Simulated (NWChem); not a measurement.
System: hydrogen telluride (H$_{2}$Te); SMILES [TeH2]

The following NWChem deck was run.

```
start job
memory heap 200 mb stack 900 mb global 1100 mb
geometry units angstroms
  Te     0.000204     0.018374     0.000551
  H     -1.148561    -1.152890    -0.026436
  H      1.127282    -1.173203    -0.043296
end
basis spherical
  * library def2-svp
end
ecp
  Te library def2-ecp
end
dft
  xc pbe0
  iterations 150
end
driver
  maxiter 120
end
task dft optimize
dft
  grid fine
  convergence energy 1d-8 density 1d-7
end
task dft freq numerical
```

Excerpt of the output:

```
             Northwest Computational Chemistry Package (NWChem) 7.3.0
             --------------------------------------------------------

 C2V symmetry detected

                             Geometry "geometry" -> ""
                             -------------------------

 Output coordinates in angstroms (scale by  1.889725989 to convert to a.u.)

  No.       Tag          Charge          X              Y              Z
 ---- ---------------- ---------- -------------- -------------- --------------
    1 Te                  52.0000     0.00000000     0.00000000     0.04377781
    2 H                    1.0000     0.00000000    -1.13799789    -1.13822304
    3 H                    1.0000     0.00000000     1.13799789    -1.13822304

 Effective nuclear repulsion energy (a.u.)      33.7740939228

      Symmetry information
      --------------------

 Group name             C2v
 Group number             16
 Group order               4
 No. of unique centers     2

                                Z-matrix (autoz)
                                --------

 Units are Angstrom for bonds and degrees for angles

      Type          Name      I     J     K     L     M      Value
      ----------- --------  ----- ----- ----- ----- ----- ----------
    1 Stretch                  1     2                       1.64078
    2 Stretch                  1     3                       1.64078
    3 Bend                     2     1     3                87.82683

                           NWChem Geometry Optimization
                           ----------------------------

 maximum gradient threshold         (gmax) =   0.000450
 rms gradient threshold             (grms) =   0.000300
 maximum cartesian step threshold   (xmax) =   0.001800
 rms cartesian step threshold       (xrms) =   0.001200
 fixed trust radius                (trust) =   0.300000
 source of zmatrix                         =   autoz

          -------------------
          Energy Minimization
          -------------------

 Using diagonal initial Hessian
 Scaling for Hessian diagonals: bonds = 1.00  angles = 0.25  torsions = 0.10

          --------
          Step   0

                                 NWChem DFT Module
                                 -----------------

 Summary of "ao basis" -> "ao basis" (spherical)
 ------------------------------------------------------------------------------
       Tag                 Description            Shells   Functions and Types
 ---------------- ------------------------------  ------  ---------------------
 Te                         def2-svp                10       26   4s4p2d
 H                          def2-svp                 3        5   2s1p

      Symmetry analysis of basis
      --------------------------

        a1         16
        a2          3
        b1          7
        b2         10

            General Information
            -------------------
          SCF calculation type: DFT
          Wavefunction type:  closed shell.
          No. of atoms     :     3
          No. of electrons :    26
           Alpha electrons :    13
            Beta electrons :    13
          Charge           :     0
          Spin multiplicity:     1
          Use of symmetry is: on ; symmetry adaption is: on
          Maximum number of iterations: 150
          AO basis - number of functions:    36
                     number of shells:    16
          Convergence on energy requested:  1.00D-06
          Convergence on density requested:  1.00D-05
          Convergence on gradient requested:  5.00D-04

              XC Information
              --------------
                         PBE0 Method XC Functional
                     Hartree-Fock (Exact) Exchange  0.250
          PerdewBurkeErnzerhof Exchange Functional  0.750
            Perdew 1991 LDA Correlation Functional  1.000 local
           PerdewBurkeErnz. Correlation Functional  1.000 non-local

             Grid Information
             ----------------
          Grid used for XC integration:  medium
          Radial quadrature: Mura-Knowles
          Angular quadrature: Lebedev.
          Tag              B.-S. Rad. Rad. Pts. Rad. Cut. Ang. Pts.
          ---              ---------- --------- --------- ---------
          Te                  1.40      123           7.0       590
          H                   0.35       45           8.0       434
          Grid pruning is: on
          Number of quadrature shells:   168
          Spatial weights used:  Erf1

      Superposition of Atomic Density Guess
      -------------------------------------

 Sum of atomic energies:        -312.22227642

      Non-variational initial energy
      ------------------------------

 Total energy =    -268.038638
 1-e energy   =    -498.787042
 2-e energy   =     215.035166
 HOMO         =      -0.256506
 LUMO         =       0.031200

      Symmetry analysis of molecular orbitals - initial
      -------------------------------------------------

  Numbering of irreducible representations:

     1 a1          2 a2          3 b1          4 b2

  Orbital symmetries:

     1 a1          2 a1          3 b2          4 b1          5 b2
     6 a1          7 a1          8 b1          9 a2         10 a1
    11 b2         12 a1         13 b1         14 b2         15 a1
    16 a1         17 b2         18 a1         19 a1         20 b1
    21 b1         22 a2         23 b2

[...]

      ----------------------
      Optimization converged
      ----------------------

  Step       Energy      Delta E   Gmax     Grms     Xrms     Xmax
  ---- ---------------- -------- -------- -------- -------- --------
@    3    -269.20581270 -1.1D-07  0.00001  0.00001  0.00063  0.00125
                                     ok       ok       ok       ok

                                Z-matrix (autoz)
                                --------

 Units are Angstrom for bonds and degrees for angles

      Type          Name      I     J     K     L     M      Value     Gradient
      ----------- --------  ----- ----- ----- ----- ----- ---------- ----------
    1 Stretch                  1     2                       1.66286    0.00001
    2 Stretch                  1     3                       1.66286    0.00001
    3 Bend                     2     1     3                90.26063    0.00000

                         Geometry "geometry" -> "geometry"
                         ---------------------------------

 Output coordinates in angstroms (scale by  1.889725989 to convert to a.u.)

  No.       Tag          Charge          X              Y              Z
 ---- ---------------- ---------- -------------- -------------- --------------
    1 Te                  52.0000     0.00000000     0.00000000     0.03787205
    2 H                    1.0000     0.00000000    -1.17849079    -1.13527016
    3 H                    1.0000     0.00000000     1.17849079    -1.13527016

 Effective nuclear repulsion energy (a.u.)      33.3207682415

      Symmetry information
      --------------------

 Group name             C2v
 Group number             16
 Group order               4
 No. of unique centers     2

                Final and change from initial internal coordinates
                --------------------------------------------------

                                Z-matrix (autoz)
                                --------

 Units are Angstrom for bonds and degrees for angles

      Type          Name      I     J     K     L     M      Value       Change
      ----------- --------  ----- ----- ----- ----- ----- ---------- ----------
    1 Stretch                  1     2                       1.66286    0.02208
    2 Stretch                  1     3                       1.66286    0.02208
    3 Bend                     2     1     3                90.26063    2.43380

[...]

 Rotational Constants
 --------------------
 A=   6.171212 cm-1  (  8.878799 K)
 B=   6.021887 cm-1  (  8.663958 K)
 C=   3.047818 cm-1  (  4.385032 K)

 Temperature                      =   298.15K
 frequency scaling parameter      =   1.0000

 Zero-Point correction to Energy  =    7.480 kcal/mol  (  0.011921 au)
 Thermal correction to Energy     =    9.291 kcal/mol  (  0.014806 au)
 Thermal correction to Enthalpy   =    9.883 kcal/mol  (  0.015750 au)

 Total Entropy                    =   54.600 cal/mol-K
   - Translational                =   40.526 cal/mol-K (mol. weight = 131.9223)
   - Rotational                   =   13.934 cal/mol-K (symmetry #  =        2)
   - Vibrational                  =    0.140 cal/mol-K

 Cv (constant volume heat capacity) =    6.470 cal/mol-K
   - Translational                  =    2.979 cal/mol-K
   - Rotational                     =    2.979 cal/mol-K
   - Vibrational                    =    0.511 cal/mol-K

[normal modes left out]

 ----------------------------------------------------------------------------
 Normal Eigenvalue ||           Projected Infra Red Intensities
  Mode   [cm**-1]  || [atomic units] [(debye/angs)**2] [(KM/mol)] [arbitrary]
 ------ ---------- || -------------- ----------------- ---------- -----------
    1       -0.000 ||    0.000007           0.000         0.007       0.006
    2        0.000 ||    0.000030           0.001         0.029       0.025
    3        0.000 ||    0.000973           0.022         0.949       0.803
    4        0.000 ||    0.000973           0.022         0.949       0.803
    5        0.000 ||    0.000000           0.000         0.000       0.000
    6        0.000 ||    0.000970           0.022         0.946       0.801
    7      900.990 ||    0.013612           0.314        13.270      11.238
    8     2162.129 ||    0.043318           0.999        42.228      35.763
    9     2171.962 ||    0.049127           1.133        47.892      40.560
 ----------------------------------------------------------------------------
```

Level: PBE0/def2-SVP with def2 effective core potentials on Te. def2 effective core potentials on Te; no spin-orbit coupling.
